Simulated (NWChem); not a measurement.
**Correlation energy of MgO**

```
Mg
O 1 1.7476
```
Charge 0, spin multiplicity 1.

The numbers come from NWChem runs, not from measurements. The geometry was optimised at PBE0/def2-SVP, a minimum by its harmonic frequencies.

Basis set: def2-SVP. Each correlation energy counts from its own Hartree-Fock reference.

The correlated methods keep 6 core orbitals frozen. The structure started from a generated list of species. Coupled-cluster values serve here as a point of comparison, not as the truth.

| method | correlation energy (mHa) | remark |
|---|---|---|
| CCSD | -255.1 | - |
| CCSDT | [?] | large amplitudes |
| CCSD+T(CCSD) | [?] | - |
| CR-CCSD[T] | [?] | large amplitudes |
| CCSD(T) | -273.9 | - |
| MP2 | -270.4 | - |
| SCS-MP2 | -261.3 | - |
| CR-CCSD(T) | -269.2 | large amplitudes |

Some entries are withheld; supply them.


- CCSDT, correlation energy (mHa): -273.4
- CCSD+T(CCSD), correlation energy (mHa): -282.5
- CR-CCSD[T], correlation energy (mHa): -275.1
